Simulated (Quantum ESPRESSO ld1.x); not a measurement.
The numbers below are computed, except where a source is named.
The lead ion Pb+, configuration [Hg] 6p1 (the NIST ground configuration). Level of theory: Dirac Kohn-Sham, PBE, spin-unpolarised, spherical densities, point nucleus; open shells are shared between the two j in proportion to 2j + 1 (ld1.x of Quantum ESPRESSO 7.5).

Spin-orbit splittings of the eigenvalues, e(l+1/2) - e(l-1/2), with zeta = 2 splitting/(2l+1) and mean radii in bohr:

| shell | occ. | splitting (eV) | zeta (eV) | <r> j=l-1/2 | <r> j=l+1/2 |
|---|---|---|---|---|---|
| 2p | 6 | ? | ? | 0.05487 | 0.06380 |
| 3p | 6 | 488.6 | 325.8 | 0.1644 | 0.1807 |
| 3d | 10 | 104.0 | 41.58 | 0.1570 | 0.1619 |
| 4p | 6 | 119.6 | 79.74 | 0.3853 | 0.4198 |
| 4d | 10 | 22.32 | 8.927 | 0.4246 | 0.4356 |
| 4f | 14 | 5.031 | 1.437 | 0.4508 | 0.4571 |
| 5p | 6 | 22.34 | 14.89 | 0.9130 | 1.005 |
| 5d | 10 | 2.593 | 1.037 | 1.274 | 1.322 |
| 6p | 1 | 1.851 | 1.234 | 2.769 | 3.118 |

Estimate the 2p splitting.

Answer. 2190 eV (zeta = 1460 eV).
